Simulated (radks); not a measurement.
Initial-state core-level shifts of the scandium ion Sc+ when its valence configuration changes from [Ar] 3d1 4s1. Calculated with a radial shooting solver on a logarithmic mesh with Libxc functionals: scalar-relativistic Kohn-Sham, PBE, spin-unpolarised, spherical densities, point nucleus. Shifts are changes of the shell-averaged eigenvalues in eV (positive: less bound).

valence              1s      2s      3s      3p
4s1 4p1          -6.889  -7.890  -6.691  -6.384
4s2              -5.665  -6.662  -5.503  -5.216
3d1 4p1          -1.231  -1.207  -1.210  -1.195
3d0.5 4s0.5 4p1  -3.878  -4.330  -3.821  -3.669
3d0.5 4s1.5      -2.642  -3.102  -2.613  -2.478
3d2              +4.011  +4.703  +4.159  +3.956
3d0.5 4s1 4p0.5  -3.265  -3.720  -3.222  -3.079
3d1 4s0.5 4p0.5  -0.619  -0.607  -0.609  -0.602
4p2              -8.071  -9.078  -7.837  -7.509
